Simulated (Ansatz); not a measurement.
B6N (the lowest doublet isomer of a short search). Charge 0, multiplicity 2. Geometry B3LYP-D4/def2-SVP, basis def2-TZVP, Ansatz.

```csv
atom,x (Å),y (Å),z (Å)
N1,0.240,-0.506,-2.023
B2,-0.425,1.313,1.651
B3,-0.328,1.257,0.135
B4,0.275,-1.226,0.680
B5,-0.054,-0.168,1.761
B6,-0.075,0.572,-1.293
B7,0.366,-1.242,-0.911
```

```json
{"run": "A", "HOMO (eV)": "-7.66", "LUMO (eV)": "-1.78"}
{"run": "B", "HOMO (eV)": "-5.26", "LUMO (eV)": "-4.35"}
{"run": "C", "HOMO (eV)": "-6.54", "LUMO (eV)": "-2.73"}
{"run": "D", "HOMO (eV)": "-7.85", "LUMO (eV)": "-1.67"}
{"run": "E", "HOMO (eV)": "-5.91", "LUMO (eV)": "-3.66"}
{"run": "F", "HOMO (eV)": "-5.02", "LUMO (eV)": "-4.43"}
```

Another isomer (doublet) lies 0.19 eV lower at PBE0-D4/def2-TZVP; other spin states weren't run for this one.

HOMO and LUMO are taken over both spins.

Q: The runs used BHLYP, PBE, PBE0, r2SCAN, ωB97M-V, ωB97X-V. Estimate which is which.

A: A ωB97M-V (range-separated); B r2SCAN (0 % exact exchange); C BHLYP (50 % exact exchange); D ωB97X-V (range-separated); E PBE0 (25 % exact exchange); F PBE (0 % exact exchange). Exact exchange lowers occupied and raises empty levels; among semilocal functionals meta-GGAs tend to open the gap a little, and such runs are hard to tell apart. The gap grows from 0.59 eV (PBE) to 6.18 eV (ωB97X-V).
